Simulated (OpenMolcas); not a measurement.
Nb3+ (d2) in a complex was computed by SS-CASPT2, IPEA 0.25 Eh, imaginary shift 0.1 Eh with the d shell active (OpenMolcas, ANO-RCC-VTZP on the metal). Its lowest spin-free states, and all those of the highest spin:

```tsv
2S+1	Degeneracy	E (cm-1)
3	3	0
1	3	7270
1	2	7350
1	1	17110
3	3	24720
3	3	30860
1	3	30980
1	3	32310
3	1	50840
1	2	53570
1	1	60200
```

Is the site octahedral, tetrahedral or cube-like, axial, or of lower symmetry?

The states with 2S+1 = 3 have orbital degeneracies 3, 3, 3, 1. Threefold states need a cubic site. For d2 at this spin an octahedron puts the threefold T1 below the threefold T2 and a tetrahedron or cube puts the single A2 below the threefold T2, so the site is octahedral. The run had Nb3+ with 6 ligands (fluoride) in octahedral coordination (Oh) at 2.03 Å. A charge of +0.5 e stands 2.8 Å behind each ligand. Ligand basis ANO-RCC-VDZP.

Roots that are degenerate in the reference are averaged as groups; the widest CASPT2 spread within a group is 150 cm-1 (the 3-fold group of multiplicity 1 near 32300 cm-1 above the lowest state of its run). Shifts and gaps below about the spread of the groups concerned are not significant. Over all roots computed the reference weight is 0.68 to 0.71; a low but even weight reflects the number of correlated electrons. An orbital triplet at a regular site is open to Jahn-Teller coupling, which can distort the site and quench the lowest spin-orbit gaps and is left out. The least metal-like active orbital is 83 % on the metal (Löwdin) and no ligand orbital is active, so the numbers are rough. Ligand-to-metal charge-transfer states are missing. With no ligand orbital active B as a rule stays too high, so bands that hang on it stand too high and its fall with covalency is understated. With one d shell and no ligand orbital active, 10Dq can be off by a tenth or more. No measured value stands beside these numbers; the geometry is a model, was not optimised and need not be the one that this ion takes.
